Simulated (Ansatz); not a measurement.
`[NH2][Y]([F])[Cl]` and `C[O][Y]([NH2])[Cl]` differ in one atom or group.

Ansatz, PBE0-D4/def2-TZVP geometries, multiplicity 1. Each molecule was computed in one conformer, which needn't be the lowest.

Elements past krypton have def2 core potentials.

| property | `[NH2][Y]([F])[Cl]` |
| --- | --- |
| size of the dipole moment (B3LYP/def2-TZVPP) / D | 2.56 |
| ideal-gas entropy at 298 K and 1 bar (rigid rotor, harmonic PBE0-D4/def2-TZVP) / J/(mol·K) | 355 |
| LUMO energy (ωB97M-V/def2-TZVPP) / eV | -0.71 |
| LUMO energy (B3LYP/def2-TZVPP) / eV | -2.42 |
| LUMO energy (PBE/def2-TZVPP) / eV | -2.82 |
| size of the dipole moment (ωB97M-V/def2-TZVPP) / D | 2.49 |

(1) Give the same properties after the change, and the shifts. (An estimate is asked.)

Answers

(1) Ansatz gave: 
```json
{"property": "size of the dipole moment (B3LYP/def2-TZVPP) / D", "`C[O][Y]([NH2])[Cl]`": "3.04", "shift": "0.48"}
{"property": "ideal-gas entropy at 298 K and 1 bar (rigid rotor, harmonic PBE0-D4/def2-TZVP) / J/(mol·K)", "`C[O][Y]([NH2])[Cl]`": "421", "shift": "66"}
{"property": "LUMO energy (ωB97M-V/def2-TZVPP) / eV", "`C[O][Y]([NH2])[Cl]`": "-0.43", "shift": "0.28"}
{"property": "LUMO energy (B3LYP/def2-TZVPP) / eV", "`C[O][Y]([NH2])[Cl]`": "-2.07", "shift": "0.35"}
{"property": "LUMO energy (PBE/def2-TZVPP) / eV", "`C[O][Y]([NH2])[Cl]`": "-2.49", "shift": "0.33"}
{"property": "size of the dipole moment (ωB97M-V/def2-TZVPP) / D", "`C[O][Y]([NH2])[Cl]`": "2.97", "shift": "0.48"}
```

With PBE0 the HOMO rises by 0.40 eV and the LUMO rises by 0.32 eV, so the gap narrows by about 0.08 eV. PBE moves the HOMO by 0.39 eV and ωB97M-V by 0.39 eV. The zero-point energy changes by 103.1 kJ/mol with +12 modes. Dipoles are sizes alone; their direction can turn. Modes under 60 cm⁻¹, often nearly free rotors, make the harmonic entropy too high.

B3LYP here is the variant with VWN-RPA as its local correlation; programs differ in this.
